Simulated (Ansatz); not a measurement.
CH8N2Si (`CN[SiH2]N`). Charge 0, multiplicity 1. The structure was optimised at the PBE0-D4/def2-TZVP level. It is one conformer, not always the lowest.

```xyz
12

C    -0.006   -1.539    1.169
N     0.139   -0.761   -0.039
Si    0.197    0.946   -0.119
N    -0.349    1.428   -1.668
H    -0.634   -2.420    1.002
H    -0.496   -0.932    1.934
H     0.950   -1.881    1.587
H     0.517   -1.279   -0.818
H     1.539    1.594   -0.010
H    -0.608    1.379    1.062
H     0.028    2.251   -2.107
H    -1.277    1.215   -1.993
```

(1) What is the dipole moment at PBE/def2-TZVPP? (An estimate is asked.)

(2) And with r2SCAN, B3LYP, ωB97M-V? (Estimate.)

(3) Give the Mulliken charges with PBE, ωB97M-V, B3LYP in def2-TZVPP. (An estimate is asked.)

Results:

(1) Computed: 1.05 D, with components (-0.40, -0.45, -0.86) D in this frame, pointing from negative to positive charge.

(2) The calculation gave: r2SCAN 1.04 D, B3LYP 0.96 D, ωB97M-V 0.98 D.

(3) The calculation gave: 
| atom | PBE | ωB97M-V | B3LYP |
| --- | --- | --- | --- |
| C1 | -0.18 | -0.23 | -0.17 |
| N2 | -0.27 | -0.31 | -0.32 |
| Si3 | 0.39 | 0.43 | 0.49 |
| N4 | -0.40 | -0.38 | -0.41 |
| H5 | 0.09 | 0.11 | 0.09 |
| H6 | 0.08 | 0.10 | 0.09 |
| H7 | 0.09 | 0.11 | 0.09 |
| H8 | 0.13 | 0.10 | 0.12 |
| H9 | -0.11 | -0.08 | -0.12 |
| H10 | -0.11 | -0.08 | -0.12 |
| H11 | 0.15 | 0.11 | 0.13 |
| H12 | 0.15 | 0.12 | 0.14 |

B3LYP here is the variant with VWN-RPA as its local correlation; programs differ in this.
